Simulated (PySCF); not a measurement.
# TDDFT excited states: C3H7AsS

Species: C₃H₇AsS.
SMILES: `CC(=S)C[AsH2]`

Computed, not measured: TDDFT wB97X-D/def2-SVPD, vertical, gas phase, core orbitals frozen in the response (PySCF). One conformer (not necessarily the lowest) at the PBE0-D3(BJ)/def2-SVP geometry, without solvent, vibrations or thermal averaging. Relativistic effects, spin–orbit coupling among them, are left out although an element past zinc is present. Torsions of this conformer, `[CH3:1][C:2](=[S:3])[CH2:4][AsH2:5]`: C1–C2–C4–As5 90°, H–As5–C4–C2 49°, H–As5–C4–C2 -44°.

```tsv
state	λ (nm)	E (eV)	f	main configurations (H = HOMO, L = LUMO)
S1	484.9	2.56	0.0006	H→L (97%)
S2	253.5	4.89	0.242	H-1→L (95%)
S3	212.1	5.85	0.080	H-2→L (88%)
S4	205.3	6.04	0.051	H→L+1 (81%)
S5	191.4	6.48	0.0098	H-3→L (49%), H-4→L (22%), H-5→L (17%)
S6	187.3	6.62	0.108	H-1→L+1 (75%)
S7	184.9	6.71	0.017	H→L+5 (45%), H→L+3 (25%), H→L+2 (19%)
S8	181.7	6.83	0.011	H→L+2 (36%), H→L+5 (26%), H-1→L+2 (26%)
S9	179.7	6.90	0.012	H→L+3 (55%), H→L+5 (14%)
S10	174.5	7.11	0.033	H-1→L+2 (32%), H→L+2 (16%), H-1→L+3 (12%)
```

Triplets (Tamm–Dancoff): T1 2.17 eV, H→L (97%); T2 3.09 eV, H-1→L (71%), H-2→L (23%); T3 4.88 eV, H-2→L (55%), H-1→L (21%); T4 5.80 eV, H-3→L (29%), H-5→L (21%), H-4→L (18%).

The lowest singlet lies at 2.56 eV (485 nm, visible) and is very weak; its leading configuration is HOMO→LUMO (97%). The most intense listed level is S2 at 4.89 eV (254 nm, f = 0.242), 2.33 eV above S1. S1 has the pattern of n→π* at C=S. Orbital energies (eV): HOMO-3 -11.84, HOMO-2 -10.31, HOMO-1 -9.15, HOMO -8.18, LUMO -0.40, LUMO+1 1.60, LUMO+2 2.20. The oscillator strengths of these states sum to 0.565; summed over the whole spectrum of an exact calculation they would give the number of electrons, 74 (Thomas–Reiche–Kuhn). Of the 10 states listed, 8 reach f = 0.01 and none stays under 0.0005. S1 lies in the visible range (380 to 750 nm), at 485 nm, f = 0.0006; light of that wavelength is green-blue, and its complementary colour is orange; a Tamm–Dancoff triplet lies at 573 nm, without intensity as long as spin–orbit coupling is left out. The vertical ionisation energy (ΔSCF) is 8.39 eV, 1.29 eV above S10. Only the lowest 10 singlets were computed, as vertical energies without vibronic structure.
